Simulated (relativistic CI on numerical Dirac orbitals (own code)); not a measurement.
Rh+: 4d valence photoemission

Computed with this model: Dirac-Coulomb-Breit CI, orbitals from a KLI potential per configuration, QED by a radiative potential, valence Slater integrals scaled by 0.7, multiplet model of photoemission in the sudden approximation; configurations [Kr] 4d8 → [Kr] 4d7; 300 K; Lorentzian 0.42 eV and Gaussian 0.5 eV FWHM. Energies are those of the free ion, without screening or charge transfer. The energies are binding energies and can lie tens of eV above those of solids. S is read from ⟨S²⟩ = S(S + 1).

Field parameters in Wybourne normalisation: D4h B²₀ = −7Ds, B⁴₀ = 21(Dq − Dt), B⁴₄ = 21√(5/14) Dq; Oh B⁴₀ = 21Dq, B⁴₄ = √(5/14) B⁴₀; Td as Oh with Dq negative (B⁴₀ = 21Dq, B⁴₄ = √(5/14) B⁴₀). The field is a parameter set, without covalency.

Peaks in eV (height, largest 100): 16.5 (55), 17.9 (100), 19.2 (47).

Q: Which surroundings give this spectrum?
A. D4h, 10Dq = 10150, Ds = 2850, Dt = -600 cm⁻¹
B. Td, 10Dq = -4600 cm⁻¹
C. D4h, 10Dq = 9550, Ds = -350, Dt = -130 cm⁻¹
D. Oh, 10Dq = 23850 cm⁻¹

A: D. Oh, 10Dq = 23850 cm⁻¹, where the ground state has S = 1.00.
